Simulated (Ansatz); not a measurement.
`CC(=O)SCCCCc1c(F)c(F)c(F)c(F)c1F`, relaxed as a singlet with RKS PBE-D4/def2-SVP in Ansatz, starting from the GFN2-xTB geometry. Force threshold 0.03 eV/Å.

Start:

| atom | x (Å) | y (Å) | z (Å) |
| --- | --- | --- | --- |
| C1 | -0.910 | 1.878 | 4.185 |
| C2 | -1.222 | 1.226 | 2.876 |
| O3 | -0.975 | 0.096 | 2.558 |
| S4 | -2.054 | 2.329 | 1.756 |
| C5 | -2.333 | 1.206 | 0.349 |
| C6 | -1.077 | 1.026 | -0.487 |
| C7 | -1.349 | 0.126 | -1.690 |
| C8 | -0.095 | -0.075 | -2.553 |
| C9 | 0.964 | -0.828 | -1.804 |
| C10 | 2.049 | -0.186 | -1.217 |
| F11 | 2.178 | 1.139 | -1.354 |
| C12 | 3.016 | -0.880 | -0.497 |
| F13 | 4.047 | -0.230 | 0.047 |
| C14 | 2.906 | -2.259 | -0.350 |
| F15 | 3.829 | -2.937 | 0.332 |
| C16 | 1.829 | -2.927 | -0.926 |
| F17 | 1.718 | -4.250 | -0.797 |
| C18 | 0.878 | -2.207 | -1.638 |
| F19 | -0.147 | -2.864 | -2.194 |
| H20 | -0.428 | 1.164 | 4.848 |
| H21 | -1.829 | 2.245 | 4.637 |
| H22 | -0.256 | 2.732 | 4.023 |
| H23 | -3.140 | 1.658 | -0.228 |
| H24 | -2.664 | 0.256 | 0.771 |
| H25 | -0.721 | 2.001 | -0.825 |
| H26 | -0.302 | 0.579 | 0.140 |
| H27 | -1.712 | -0.844 | -1.347 |
| H28 | -2.126 | 0.574 | -2.311 |
| H29 | -0.370 | -0.643 | -3.443 |
| H30 | 0.296 | 0.894 | -2.860 |

```
         step  energy (eV)  largest force component (eV/Å)  SCF passes
            1  -39030.4078                           1.161          25
            2  -39030.5586                           0.274          21
            3  -39030.5736                           0.242          22
 4 (rejected)  -39030.5730                           0.256          22
            5  -39030.5761                           0.047          23
            6  -39030.5762                           0.069          22
            7  -39030.5766                           0.037          23
            8  -39030.5772                           0.045          21
            9  -39030.5774                           0.037          22
           10  -39030.5777                           0.054          21
           11  -39030.5779                           0.054          22
12 (rejected)  -39030.5751                           0.304          21
13 (rejected)  -39030.5635                           0.459          21
           14  -39030.5783                           0.027          22
           15  -39030.5790                           0.029          21
16 (rejected)  -39030.5774                           0.264          21
           17  -39030.5796                           0.020          22
           18  -39030.5804                           0.058          21
           19  -39030.5804                           0.167          21
           20  -39030.5814                           0.090          23
           21  -39030.5817                           0.046          23
           22  -39030.5822                           0.040          23
           23  -39030.5830                           0.022          22
```

Force components are those of the run's own axes.

End:

```xyz
30

C    -0.836    1.782    4.179
C    -1.284    1.163    2.872
O    -1.104   -0.001    2.565
S    -2.095    2.351    1.780
C    -2.364    1.264    0.336
C    -1.117    1.072   -0.525
C    -1.378    0.164   -1.730
C    -0.121   -0.120   -2.577
C     0.961   -0.839   -1.809
C     2.032   -0.150   -1.217
F     2.127    1.182   -1.361
C     3.023   -0.809   -0.472
F     4.033   -0.127    0.076
C     2.938   -2.200   -0.292
F     3.869   -2.840    0.419
C     1.875   -2.918   -0.866
F     1.796   -4.241   -0.698
C     0.902   -2.228   -1.605
F    -0.112   -2.931   -2.138
H    -0.731    0.987    4.941
H    -1.538    2.564    4.529
H     0.156    2.260    4.031
H    -3.196    1.728   -0.232
H    -2.714    0.290    0.737
H    -0.735    2.059   -0.865
H    -0.325    0.625    0.111
H    -1.802   -0.804   -1.383
H    -2.148    0.621   -2.389
H    -0.406   -0.737   -3.452
H     0.292    0.833   -2.966
```

By distances, no bond broke or formed. The bond that changes most is C2–S4, from 1.78 to 1.81 Å (atoms count from 1).

The force fell under the threshold at step 14, but the optimiser went on and released 0.005 eV more. No frequencies were taken in this run, so the end may be a saddle point.

It took 65 s on 2 threads of AMD EPYC 7R13 on a shared host and a share (18 GiB) of an NVIDIA H100 80GB HBM3, peak host memory 1 GiB.
